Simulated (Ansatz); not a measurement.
Total energies of the cluster Na₄H₅ (the lowest doublet isomer of a short search) from Ansatz at PBE-D4/def2-TZVPD, gas phase (1 Eh = 27.2114 eV = 2625.5 kJ/mol). The reference geometry is relaxed at PBE-D4/def2-SVP, loosely relaxed.

```xyz
9

Na   -1.232    2.724   -1.353
Na   -0.200    0.619    1.038
Na    1.236   -3.016   -0.585
Na    0.069   -0.490   -2.361
H     0.742   -1.417    2.393
H    -1.001    2.462    0.682
H     0.715   -1.249    3.148
H     0.404   -0.979   -0.186
H    -0.733    1.346   -2.777
```

```
            state                     geometry  energy (Eh)
 charge 0 doublet                    reference   -651.64889
charge -1 singlet                    reference   -651.66363
charge -1 singlet  relaxed at PBE-D4/def2-SVPD   -651.67728
```

(1) Work out the vertical electron affinity, to the singlet.

(2) How much does the charge -1 singlet relax, and what is the adiabatic electron affinity?

(1) E(charge 0 doublet) − E(charge -1 singlet) = -651.64889 − (-651.66363) = 0.01474 Eh = 0.40 eV.

(2) Relaxation: -651.66363 − (-651.67728) = 0.01365 Eh = 0.37 eV. Adiabatic electron affinity: 0.02839 Eh = 0.77 eV, without zero-point energy. Bonds change on the way (1 lost, 0 formed), so the relaxed form is another species. In the charge -1 singlet, H5 and H7 lie 0.78 Å apart (atoms count from 1), so H2 has formed as a molecule.

The geometry of the charge 0 doublet is only loosely relaxed. The geometry of the charge -1 singlet is only loosely relaxed. A triplet lies near this restricted singlet, and broken spin symmetry wasn't tried. At PBE-D4/def2-TZVPD the highest occupied level of the charge -1 singlet lies above zero (up to 0.75 eV). By energy differences its removal costs 0.40 eV (vertical, to the charge 0 doublet, at PBE-D4/def2-TZVPD); a positive level beside a positive removal energy at the same level points to self-interaction error. At PBE-D4/def2-TZVPD the highest occupied level of the relaxed charge -1 singlet lies above zero (up to 0.48 eV). By energy differences its removal costs 0.77 eV (each at its own geometry, to the charge 0 doublet, at PBE-D4/def2-TZVPD); the vertical value is larger still, so the positive level points to self-interaction error. 

The structure comes from a short search, and lower isomers may exist.
